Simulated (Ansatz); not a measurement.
```xyz
12

C    -0.908   -1.312    1.306
N    -0.168   -0.569    0.358
W     0.731    0.468   -0.667
O    -0.257    0.527   -2.265
O     0.176    2.256   -0.317
F     2.195    0.956    0.457
F     2.033   -0.601   -1.502
H    -1.788   -0.752    1.638
H    -0.283   -1.529    2.177
H    -1.236   -2.263    0.874
H    -1.085    0.091   -2.470
H     0.590    2.728    0.410
```

Total charge 0; spin multiplicity 1. W takes the def2 core potential.

(1) List the PBE/def2-TZVPP orbital energies in eV (the Gaussian-basis code of Ansatz). (Best estimate.)

Answers

(1) Ansatz gave: Occupied: -659.28, -658.95, -510.84, -510.41, -381.19, -270.41, -79.63, -44.08, -44.00, -43.96, -28.25, -27.94, -24.87, -24.48, -21.76, -16.30, -13.30, -12.74, -11.80, -11.50, -11.45, -10.93, -10.78, -10.61, -9.82, -9.56, -8.93, -8.63, -8.38, -8.18, -7.82, -7.15, -6.78. Lowest empty: -3.00, -1.81, -1.17, -1.00, -0.49, 0.52, 0.85, 1.51.
